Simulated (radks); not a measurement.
The numbers below are computed, except where a source is named.
Trend from K3+ to Kr3+: ionisation energy by Delta-SCF between NIST ground configurations, and size. Code: a radial shooting solver on a logarithmic mesh with Libxc functionals. Model: Dirac Kohn-Sham, PBE, spin-unpolarised, spherical densities, finite nucleus; open shells fill j = l - 1/2 first; Fermi nuclear charge, rms radius of each element as measured or else 0.836 A^(1/3) + 0.57 fm.

species      configuration  configuration of the ion  IE (eV)  NIST (eV)       kind   -e(HOMO) (eV)
K3+           [Ne] 3s2 3p4              [Ne] 3s2 3p3   62.884      60.92  semi-emp.  54.649 (3p3/2)
Ca3+          [Ne] 3s2 3p5              [Ne] 3s2 3p4   68.273     67.273  semi-emp.  59.508 (3p3/2)
Sc3+                  [Ar]              [Ne] 3s2 3p5   73.700     73.489       exp.  64.416 (3p3/2)
Ti3+              [Ar] 3d1                      [Ar]   43.322     43.267       exp.  34.722 (3d3/2)
V3+               [Ar] 3d2                  [Ar] 3d1   45.914     46.709       exp.  36.989 (3d3/2)
Cr3+              [Ar] 3d3                  [Ar] 3d2   48.405      49.16  semi-emp.  39.157 (3d3/2)
Mn3+              [Ar] 3d4                  [Ar] 3d3   50.811       51.2  semi-emp.  41.242 (3d3/2)
Fe3+              [Ar] 3d5                  [Ar] 3d4   52.966      54.91       exp.  43.100 (3d5/2)
Co3+              [Ar] 3d6                  [Ar] 3d5   55.214       51.3  semi-emp.  45.037 (3d5/2)
Ni3+              [Ar] 3d7                  [Ar] 3d6   57.403       54.9  semi-emp.  46.919 (3d5/2)
Cu3+              [Ar] 3d8                  [Ar] 3d7   59.539      57.38  semi-emp.  48.753 (3d5/2)
Zn3+              [Ar] 3d9                  [Ar] 3d8   61.628      59.57       exp.  50.542 (3d5/2)
Ga3+             [Ar] 3d10                  [Ar] 3d9   63.672      63.24       exp.  52.291 (3d5/2)
Ge3+         [Ar] 3d10 4s1                 [Ar] 3d10   46.341     45.716       exp.  40.450 (4s1/2)
As3+         [Ar] 3d10 4s2             [Ar] 3d10 4s1   50.647       50.2       exp.  44.425 (4s1/2)
Se3+     [Ar] 3d10 4s2 4p1             [Ar] 3d10 4s2   42.586     42.947       exp.  36.757 (4p1/2)
Br3+     [Ar] 3d10 4s2 4p2         [Ar] 3d10 4s2 4p1   46.462      47.78       exp.  40.261 (4p1/2)
Kr3+     [Ar] 3d10 4s2 4p3         [Ar] 3d10 4s2 4p2   49.398       50.9       exp.  42.936 (4p3/2)

Reference values: NIST Atomic Spectra Database (exp. = measured, semi-emp. = semi-empirical, theory = theoretical value adopted there). Spin polarisation and multiplet splitting are left out, so open shells lie too high by an amount that depends on their filling.

Beside tabulated values, note that spin-unpolarised runs miss the spin-polarisation part of the exchange energy of open shells.
